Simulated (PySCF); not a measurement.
Ionisation energy of S²⁺ by level of theory

S²⁺ [Ne] 3s2 3p2 (3P) → S³⁺ [Ne] 3s2 3p1 (2P), as a difference of total energies. Calculation: PySCF 2.14, in aug-cc-pV(Q+d)Z (7s6p5d3f2g, 89 functions); no relativity, point nucleus. Correlated levels: valence: [Ne] frozen. The calculations carry no spin-orbit coupling.

| method | ionisation energy (eV) |
| --- | --- |
| UHF | 34.160 |
| MP2 (valence) | 34.682 |
| SCS-MP2 (valence) | 34.587 |
| CCSD (valence) | 34.714 |
| CCSD(T) (valence) | 34.752 |

Task: How much does correlation contribute at CCSD(T) (valence)?

Result: 34.752 − (34.160) = 0.592 eV, measured against UHF.

A first-order spin-orbit estimate (lowest level to lowest level, LS coupling) adds -0.008 eV.

Errors of the correlated levels include the incompleteness of this basis and the frozen core.

For comparison: 34.86 ± 0.04 eV (semi-empirical (NIST evaluation); NIST Atomic Spectra Database, ionization energies).
